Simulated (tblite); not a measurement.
A geometry optimisation, step by step.

C5H13BNP.
Atom-mapped SMILES: `[CH3:1][CH2:2]/[CH:3]=[C:4](\[CH3:5])[B:6]([NH2:7])[PH2:8]` (hydrogens: H9, H10, H11 on C1; H12, H13 on C2; H14 on C3; H15, H16, H17 on C5; H18, H19 on N7; H20, H21 on P8)

Computed with GFN2-xTB (tblite), gas phase: L-BFGS steps from a force-field or distance-geometry start until the largest atomic force falls under 0.01 eV/Å. 6 of its 139 geometries are shown.

Step 0: E = -651.7898 eV, largest atomic force 1.430 eV/Å
```
atom  x, y, z in Å  |  force x, y, z in eV/Å
C1      2.720    1.726   -0.182   -0.020   0.562  -0.048
C2      1.989    0.414    0.083    0.228   0.023   0.611
C3      0.502    0.570    0.029   -0.319  -0.467  -0.047
C4     -0.371   -0.449    0.180   -0.677   0.033   0.024
C5      0.144   -1.859    0.447    0.248   0.093   0.031
B6     -1.949   -0.206    0.062    0.140  -0.743   0.013
N7     -2.934   -1.353    0.195    1.359  -0.004   0.360
P8     -2.656    1.566   -0.275   -0.691  -0.805  -0.959
H9      3.814    1.570   -0.125   -0.619   0.203  -0.064
H10     2.417    2.488    0.579    0.330  -0.570  -0.707
H11     2.452    2.101   -1.198    0.292  -0.166   0.780
H12     2.280    0.049    1.105   -0.215   0.104  -0.768
H13     2.317   -0.335   -0.653   -0.108   0.037   0.229
H14     0.116    1.570   -0.174    0.093  -0.230   0.084
H15     0.668   -2.220   -0.463   -0.164   0.103   0.636
H16     0.845   -1.859    1.312   -0.320  -0.008  -0.675
H17    -0.662   -2.570    0.686    0.269   0.380  -0.177
H18    -2.686   -2.086   -0.511   -0.332   0.697   1.006
H19    -2.818   -1.771    1.155   -0.258   0.318  -1.363
H20    -2.199    1.583   -1.651   -0.356  -0.018   0.880
H21    -3.997    1.087   -0.603    1.120   0.457   0.156
```

Step 28: E = -652.5308 eV, largest atomic force 2.188 eV/Å
```
atom  x, y, z in Å  |  force x, y, z in eV/Å
C1      2.619    1.783   -0.180    0.019  -0.040  -0.042
C2      1.942    0.430    0.082    0.116   0.099  -0.242
C3      0.452    0.416   -0.119    0.267   0.359   0.105
C4     -0.383   -0.630   -0.033    0.297   0.077   0.008
C5      0.267   -1.950    0.296   -0.094  -0.051  -0.019
B6     -1.927   -0.377    0.017    0.492   0.387  -0.016
N7     -2.870   -1.349    0.303   -1.392   0.005   1.424
P8     -2.623    1.424   -0.059   -0.218   0.084  -0.680
H9      3.698    1.667   -0.102    0.031  -0.040   0.039
H10     2.323    2.549    0.526   -0.184  -0.049   0.258
H11     2.412    2.186   -1.166   -0.154  -0.202  -0.207
H12     2.191    0.135    1.104   -0.146  -0.077   0.094
H13     2.419   -0.313   -0.569   -0.137  -0.029  -0.026
H14     0.033    1.394   -0.296   -0.025   0.174  -0.092
H15     0.915   -2.266   -0.518    0.047  -0.047  -0.071
H16     0.884   -1.821    1.181    0.112  -0.066   0.087
H17    -0.435   -2.745    0.503   -0.256  -0.080  -0.057
H18    -2.739   -2.333    0.116   -0.043   0.106   0.452
H19    -3.643   -1.113    0.998    1.130  -0.677  -1.747
H20    -1.853    1.832   -1.153   -0.152  -0.018   0.281
H21    -3.690    1.101   -0.931    0.288   0.083   0.451
```

Step 55: E = -652.9860 eV, largest atomic force 0.098 eV/Å
```
atom  x, y, z in Å  |  force x, y, z in eV/Å
C1      2.649    1.763   -0.195    0.001  -0.019  -0.009
C2      1.992    0.413    0.060   -0.022   0.020   0.016
C3      0.499    0.488    0.004   -0.009   0.022  -0.095
C4     -0.343   -0.547    0.109    0.001  -0.012   0.028
C5      0.233   -1.925    0.319    0.013  -0.027   0.004
B6     -1.888   -0.310    0.081    0.001  -0.015   0.028
N7     -2.774   -1.346    0.334   -0.011  -0.011  -0.014
P8     -2.629    1.459   -0.124   -0.023  -0.032   0.005
H9      3.730    1.693   -0.093   -0.009  -0.009  -0.003
H10     2.284    2.501    0.517    0.014  -0.003  -0.044
H11     2.422    2.104   -1.203   -0.008   0.051   0.024
H12     2.289    0.047    1.049    0.028  -0.053  -0.011
H13     2.349   -0.317   -0.677   -0.008   0.015   0.071
H14     0.084    1.478   -0.138    0.014   0.046   0.020
H15     0.859   -2.220   -0.522    0.031   0.050  -0.038
H16     0.856   -1.936    1.213    0.032  -0.011   0.021
H17    -0.537   -2.680    0.437   -0.033  -0.023   0.003
H18    -2.484   -2.291    0.528   -0.039   0.024   0.011
H19    -3.773   -1.233    0.378   -0.016   0.021  -0.011
H20    -2.023    1.803   -1.318    0.022  -0.043  -0.026
H21    -3.801    1.071   -0.758    0.019   0.009   0.020
```

Step 83: E = -652.9978 eV, largest atomic force 0.037 eV/Å
```
atom  x, y, z in Å  |  force x, y, z in eV/Å
C1      2.648    1.766   -0.191    0.011   0.004   0.006
C2      1.982    0.422    0.076    0.007   0.008  -0.003
C3      0.489    0.500    0.045    0.008   0.005   0.000
C4     -0.343   -0.544    0.143    0.004   0.005   0.013
C5      0.248   -1.924    0.300    0.003   0.003  -0.007
B6     -1.887   -0.308    0.114   -0.004  -0.011  -0.035
N7     -2.795   -1.327    0.351   -0.026   0.005   0.017
P8     -2.571    1.470   -0.193   -0.005  -0.008  -0.008
H9      3.731    1.669   -0.146    0.015   0.008  -0.005
H10     2.340    2.502    0.548   -0.013  -0.007   0.009
H11     2.378    2.138   -1.178   -0.011  -0.013   0.009
H12     2.296    0.043    1.056    0.022   0.002  -0.019
H13     2.320   -0.307   -0.668    0.011  -0.004   0.020
H14     0.075    1.497   -0.054   -0.012  -0.008  -0.001
H15     0.891   -2.161   -0.548    0.004  -0.001  -0.016
H16     0.864   -1.972    1.198   -0.017  -0.005   0.002
H17    -0.517   -2.692    0.366   -0.004   0.009  -0.001
H18    -2.529   -2.273    0.571   -0.012  -0.001   0.017
H19    -3.793   -1.194    0.362    0.029   0.004   0.003
H20    -2.032    1.625   -1.458   -0.009   0.007   0.002
H21    -3.805    1.087   -0.696    0.001  -0.004  -0.002
```

Step 110: E = -653.0037 eV, largest atomic force 0.045 eV/Å
```
atom  x, y, z in Å  |  force x, y, z in eV/Å
C1      2.634    1.784   -0.162   -0.003  -0.004  -0.005
C2      1.999    0.424    0.103   -0.003   0.003   0.008
C3      0.505    0.482    0.058    0.000   0.015  -0.009
C4     -0.331   -0.561    0.116   -0.006   0.020  -0.008
C5      0.239   -1.954    0.226   -0.010   0.021  -0.003
B6     -1.871   -0.302    0.101   -0.004  -0.003  -0.008
N7     -2.789   -1.280    0.447   -0.040   0.014   0.016
P8     -2.552    1.457   -0.297    0.018  -0.002   0.011
H9      3.719    1.710   -0.183    0.004  -0.012   0.022
H10     2.352    2.494    0.613   -0.001  -0.004   0.003
H11     2.300    2.176   -1.120    0.004   0.000  -0.020
H12     2.313    0.057    1.086    0.013  -0.007   0.006
H13     2.362   -0.303   -0.631   -0.023   0.016  -0.008
H14     0.079    1.477   -0.015    0.021   0.025   0.003
H15     0.926   -2.148   -0.598    0.006  -0.009   0.003
H16     0.800   -2.063    1.155   -0.016  -0.007  -0.010
H17    -0.541   -2.710    0.200    0.012  -0.009  -0.002
H18    -2.537   -2.207    0.747    0.000  -0.031   0.020
H19    -3.782   -1.115    0.484    0.028  -0.029   0.003
H20    -2.038    1.551   -1.579   -0.014  -0.011   0.005
H21    -3.799    1.047   -0.747    0.015   0.013  -0.026
```

Step 138: E = -653.0129 eV, largest atomic force 0.009 eV/Å
```
atom  x, y, z in Å  |  force x, y, z in eV/Å
C1      2.641    1.788   -0.124   -0.001  -0.004   0.002
C2      1.993    0.426    0.094   -0.002   0.001   0.000
C3      0.498    0.497    0.062   -0.003   0.001  -0.003
C4     -0.342   -0.545    0.085   -0.003   0.001   0.001
C5      0.208   -1.949    0.127    0.001   0.001  -0.001
B6     -1.883   -0.292    0.122   -0.005   0.001   0.002
N7     -2.761   -1.245    0.614    0.007   0.006  -0.002
P8     -2.588    1.421   -0.402   -0.002  -0.003  -0.001
H9      3.726    1.708   -0.079   -0.004   0.003  -0.004
H10     2.316    2.492    0.640    0.006  -0.006   0.000
H11     2.366    2.188   -1.097    0.001  -0.004   0.008
H12     2.311    0.018    1.060    0.002  -0.003  -0.002
H13     2.342   -0.273   -0.672    0.003   0.003   0.001
H14     0.079    1.497    0.041    0.002   0.002  -0.006
H15     0.981   -2.083   -0.629    0.003  -0.001   0.008
H16     0.660   -2.151    1.099   -0.001   0.001  -0.004
H17    -0.572   -2.685   -0.052    0.004   0.006   0.000
H18    -2.466   -2.130    0.994    0.001  -0.005  -0.001
H19    -3.754   -1.101    0.691   -0.002   0.002   0.001
H20    -1.982    1.481   -1.644    0.000   0.000  -0.001
H21    -3.782    0.955   -0.929   -0.007  -0.002   0.002
```

Problem. Summarise the path.

Solution. The energy falls by 28.21 kcal/mol from step 0 to step 138; nine tenths of that is first reached at step 35. It falls at every step. The largest force goes from 1.430 to 0.009 eV/Å. Among the bonds B6–N7 changes most, from 1.518 to 1.386 Å; the atoms move by 0.512 Å rms after alignment.

Problem. Follow the three bonds and two angles with the largest change from start to end.

Solution. 
```tsv
step	E above end (kcal/mol)	largest force (eV/Å)	B6–N7 (Å)	P8–H21 (Å)	P8–H20 (Å)	B6–N7–H19 (°)	B6–N7–H18 (°)
0	28.21	1.430	1.518	1.461	1.451	107.9	108.4
6	21.01	0.147	1.463	1.384	1.386	114.0	111.6
12	20.77	0.111	1.462	1.377	1.380	114.6	111.9
18	20.48	0.151	1.460	1.379	1.385	116.8	113.2
24	17.17	1.061	1.410	1.408	1.382	114.7	116.9
30	7.44	0.518	1.393	1.390	1.376	119.3	126.3
36	2.43	0.285	1.387	1.389	1.383	120.5	127.1
42	1.32	0.133	1.387	1.385	1.383	123.5	124.0
48	0.96	0.127	1.387	1.387	1.381	124.8	123.1
54	0.66	0.115	1.387	1.386	1.382	124.2	123.2
60	0.53	0.051	1.386	1.387	1.383	123.5	123.8
66	0.45	0.044	1.386	1.387	1.383	123.0	124.6
72	0.42	0.036	1.386	1.388	1.382	123.1	124.5
78	0.38	0.043	1.386	1.387	1.384	123.5	124.0
84	0.34	0.034	1.385	1.386	1.384	123.7	123.7
90	0.31	0.038	1.386	1.387	1.382	123.5	123.9
96	0.28	0.036	1.386	1.388	1.385	123.3	124.3
102	0.25	0.046	1.386	1.385	1.383	123.5	124.0
108	0.23	0.049	1.386	1.389	1.384	123.2	124.0
114	0.16	0.065	1.385	1.386	1.385	122.9	124.2
120	0.08	0.063	1.385	1.385	1.384	123.3	123.6
126	0.02	0.024	1.387	1.387	1.383	123.7	123.6
132	0.01	0.024	1.386	1.386	1.384	123.7	123.6
138	0.00	0.009	1.386	1.386	1.383	123.7	123.5
```

The cost below is that of the whole relaxation. Time: 1.9 s of wall time. Hardware: an Arm Neoverse N1 with one thread (shared host).
